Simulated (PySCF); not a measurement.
Strontium: a sound run and one with changed settings

Sound run: Sr+ [Kr] 5s1, Sr(2+) [Kr]. Computed with PySCF 2.14 in aug-cc-pVDZ-X2C, with the spin-free X2C one-electron Hamiltonian (Gaussian nucleus). The sound run starts from symmetry-adapted Hartree-Fock orbitals and uses a fine grid where one is needed.

Changed run: radial step 0.5 in ln r (0.13 in the sound run). This setting is unsound on purpose.

```tsv
species	method	sound run (hartree)	changed run (hartree)	converged
Sr+	UHF	-3177.17025	-3177.17025	yes
Sr+	M06-2X	-3179.24501	-3178.99774	yes
Sr+	BP86	-3179.43104	-3179.44383	yes
Sr(2+)	UHF	-3176.78659	-3176.78659	yes
Sr(2+)	M06-2X	-3178.84247	-3178.59080	yes
Sr(2+)	BP86	-3179.02049	-3179.03433	yes
```

Ionisation energy of Sr+:

```csv
method,sound run (eV),changed run (eV)
UHF,10.440,10.440
M06-2X,10.954,11.073
BP86,11.172,11.143
```

A coarse radial grid mis-integrates the density and the exchange-correlation energy, with errors of either sign; Hartree-Fock needs no grid.

For comparison, NIST gives 11.030 eV between the lowest levels.
